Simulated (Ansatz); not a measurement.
Correlation energies of C3H11NO3Zr (`CC[N](C)[Zr]([OH])([OH])[OH]`) by basis set

```xyz
19

C     0.8837    1.7915    1.3806
C     0.6512    0.2888    1.3056
N     0.4584   -0.2210   -0.0364
C     1.6475   -0.1965   -0.8548
Zr   -1.3416   -0.9100   -0.6854
O    -2.2533   -1.6385    0.8671
O    -2.4052    0.5563   -1.3996
O    -0.9688   -2.1745   -2.1099
H     0.0397    2.3330    0.9459
H     0.9972    2.1108    2.4199
H     1.7876    2.0879    0.8440
H     1.4992   -0.2332    1.7776
H    -0.2303    0.0341    1.9055
H     2.4794   -0.7217   -0.3620
H     1.9900    0.8219   -1.0821
H     1.4639   -0.6990   -1.8084
H    -3.0104   -1.9621    1.3459
H    -2.4944    1.4797   -1.6166
H    -1.1938   -2.7474   -2.8367
```

The species carries charge 0 and has multiplicity 1. Correlated methods include outer-core shells of Zr, which these sets cover unevenly. Zr: def2 effective core potential. Geometry: relaxed with PBE0-D4/def2-TZVP. It is one conformer, not always the lowest. Frozen core, restricted reference, the Gaussian-basis code of Ansatz.

| basis | HF (Eh) | MP2 corr. | CCSD corr. | (T) | CCSD(T) total |
| --- | --- | --- | --- | --- | --- |
| def2-SVP | -445.49106 | ? | ? | -0.04464 | ? |
| def2-TZVPP | ? | -1.82685 | -1.85985 | -0.07642 | ? |
| def2-QZVPP | -446.00172 | ? | – | – | – |

Q: Fill in the withheld values. (An estimate is asked.)

A: Ansatz gave: def2-SVP MP2 corr.: -1.42488; def2-SVP CCSD corr.: -1.47996; def2-SVP CCSD(T) total: -447.01566; def2-TZVPP HF (Eh): -445.97839; def2-TZVPP CCSD(T) total: -447.91466; def2-QZVPP MP2 corr.: -1.98563.
